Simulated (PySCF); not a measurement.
BeH3NO, SMILES [NH2][Be][OH].

Geometry optimised at PBE0-D3(BJ)/def2-TZVP. Other conformers were not sampled.

Level of theory: M06-2X/def2-TZVPD run with PySCF.

Isolated molecule, no solvent.

Computed frontier levels, gap, dipole moment and polarisability:
```yaml
highest_occupied_level: -8.65 eV
lowest_empty_level: -0.22 eV
orbital_gap: 8.43 eV
dipole_moment: 1.41 D
quadrupole, principal values (traceless, Buckingham form, about the centre of nuclear charge): -5.98, 1.57, 4.41 D·Å
mean_static_polarisability: 28.3 bohr³ (4.19 Å³)
polarisability_principal_values: 24.4, 26.6, 33.9 bohr³
```
